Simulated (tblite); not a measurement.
Species: C2H10BrNSi2.
Numbering: `[CH3:1][N:2]([CH3:3])[SiH2:4][SiH2:5][Br:6]` (hydrogens: H7, H8, H9 on C1; H10, H11, H12 on C3; H13, H14 on Si4; H15, H16 on Si5)

Cartesian coordinates in Å at the GFN2-xTB level; atoms count from 1:
```
atom  x, y, z in Å
C1    -0.9230    1.2575    0.4857
N2    -0.7159   -0.1555    0.2959
C3    -1.9327   -0.9021    0.4823
Si4    0.5078   -0.7930   -0.7278
Si5    2.4127    0.4081   -0.2746
Br6    4.1007   -0.7088   -1.2132
H7    -1.6416    1.6637   -0.2374
H8     0.0153    1.7985    0.3779
H9    -1.3160    1.4406    1.4903
H10   -2.6912   -0.6360   -0.2635
H11   -1.7268   -1.9652    0.3984
H12   -2.3441   -0.6993    1.4747
H13    0.2093   -0.7816   -2.1776
H14    0.6129   -2.2029   -0.3356
H15    2.8713    0.5560    1.1061
H16    2.5539    1.7292   -0.8929
```

Calculated harmonic vibrations of the isolated species, GFN2-xTB (tblite), most abundant isotopes, no scaling. This tight-binding method is rough: wavenumbers can miss measured ones by several per cent, in bad cases by 10 to 20. Modes of hydrogen on silicon can be 10 to 20 % off. One conformer, not necessarily the lowest.

Harmonic wavenumbers (cm⁻¹): 29.0, 52.9, 73.7, 119.9, 163.4, 196.5, 267.7, 279.3, 357.3, 389.9, 406.0, 465.7, 510.5, 591.8, 620.3, 677.0, 702.2, 768.0, 801.7, 830.7, 1038.0, 1058.1, 1088.4, 1129.0, 1205.3, 1307.0, 1423.1, 1434.3, 1480.5, 1490.7, 1503.1, 1513.5, 2100.9, 2217.0, 2231.1, 2264.3, 2892.7, 2901.1, 2949.7, 2958.2, 3015.9, 3044.4.

A = 4701, B = 514.2, C = 476.2 MHz; mass 182.954 u (most abundant isotopes); point group C1, symmetry number 1.

Question: What is the zero-point energy?

Answer: Half the sum of the wavenumbers: 25275 cm⁻¹ = 72.26 kcal/mol.

Question: What is S at 350 K and 1 bar for an ideal gas of classical rigid rotors and harmonic oscillators?

Answer: Translation 42.34, rotation 30.49, vibration 37.70: S = 110.5 cal/(mol K).

Question: And Cp and H(350 K) − H(0)?

Answer: Cp = 41.72 cal/(mol K), of which vibrations give 33.78 (their classical limit is 42 R = 83.5); H(350 K) − H(0) = 9.26 kcal/mol without the zero-point energy, 6.47 from vibrations.

Question: Blend soft modes into free rotors: weight 1/[1 + (100 cm⁻¹/ν̃)⁴] for the oscillator and the rest for a rotor with moment μB/(μ + B), μ = h/(8π²ν), B = 10⁻⁴⁴ kg m². What vibrational entropy results?

Answer: 33.44 cal/(mol K) in place of 37.70, which changes −T·S at 350 K by +1.49 kcal/mol.

Question: Which modes carry the vibrational entropy at 350 K?

Answer: 29.0 cm⁻¹: 6.21; 52.9 cm⁻¹: 5.02; 73.7 cm⁻¹: 4.37; 119.9 cm⁻¹: 3.41; 163.4 cm⁻¹: 2.81; 196.5 cm⁻¹: 2.46 cal/(mol K); the other 36 give 13.40 together.

Question: How do the functions run with temperature in this model?

Answer: 
```csv
T (K),S (cal/(mol K)),Cp (cal/(mol K)),H − H(0) (kcal/mol),G − H(0) (kcal/mol),ln q(vib)
100,74.0,19.8,1.41,-6.00,2.54
200,90.8,29.5,3.88,-14.28,5.52
300,104.4,37.9,7.26,-24.06,8.32
500,127.1,51.4,16.27,-47.29,13.51
800,154.4,64.8,33.85,-89.67,20.45
1000,169.5,70.8,47.44,-122.10,24.59
```

q(vib) and H(0) count from the zero-point level.

Question: What must be added to the electronic energy to get the Gibbs energy at 350 K and 1 bar?

Answer: ZPE + [H(350 K) − H(0)] − T·S = 72.26 + 9.26 − 38.69 = 42.83 kcal/mol.

Hindered rotation and anharmonicity are outside this model. Other conformers, if any are populated, would add a mixing term that is left out. The structure is chiral; the term R ln 2 for an equal mix with its mirror image is left out.

Run on one thread, Arm Neoverse N1 (shared host). This covers the Hessian and the dipole derivatives.
